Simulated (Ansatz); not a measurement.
Basis sets compared for [MoS4]2- (MoS4²⁻). Total charge -2; singlet. Geometry B3LYP-D4/def2-SVPD. Ansatz on 4 threads of Arm Neoverse V2 on a shared host; times are rough, and most runs start from earlier orbitals.

| atom | x (Å) | y (Å) | z (Å) |
| --- | --- | --- | --- |
| Mo1 | 0.000 | 0.000 | 0.000 |
| S2 | 1.332 | -0.491 | -1.699 |
| S3 | 1.029 | 1.413 | 1.360 |
| S4 | -0.503 | -1.854 | 1.103 |
| S5 | -1.858 | 0.931 | -0.764 |

In the def2 sets Mo takes a core potential, while STO-3G treats all electrons; there is no spin–orbit coupling. A multiply charged anion in the gas phase is held together partly by the finite basis. Removing one electron lowers the energy by 0.39 eV at PBE0-D4/def2-TZVPD, so it isn't bound. At HF/STO-3G, PBE-D4/def2-SVPD, PBE-D4/def2-TZVPD, PBE0-D4/def2-SVPD and others the highest occupied level of the charge -2 singlet lies above zero (up to 6.14 eV). In Hartree–Fock with STO-3G the lack of diffuse functions raises the level. By energy differences it is unbound by 0.59 eV (vertical, to the charge -1 doublet, at PBE-D4/def2-TZVPD) and held by the finite basis.

STO-3G and 6-31G are all-electron sets without relativity, so their totals don't compare with the def2 sets.

```csv
level,functions,energy (Eh),HOMO (eV),LUMO (eV),wall time
HF/STO-3G,63,-5508.3992,6.14,16.50,0.4 s
PBE-D4/def2-SVPD,142,-1660.1093,2.74,4.93,1.9 s
PBE0-D4/def2-SVPD,142,-1660.1584,1.79,5.51,2.6 s
```

Estimate the rows for HF/def2-TZVPD, PBE-D4/def2-TZVPD (with forces), PBE0-D4/def2-TZVPD.


```tsv
level	functions	energy (Eh)	HOMO (eV)	LUMO (eV)	wall time
HF/def2-TZVPD	224	-1657.8006	-0.37	6.57	3.5 s
PBE-D4/def2-TZVPD (with forces)	224	-1660.6614	2.78	4.95	3.4 s
PBE0-D4/def2-TZVPD	224	-1660.7063	1.84	5.54	5.5 s
```
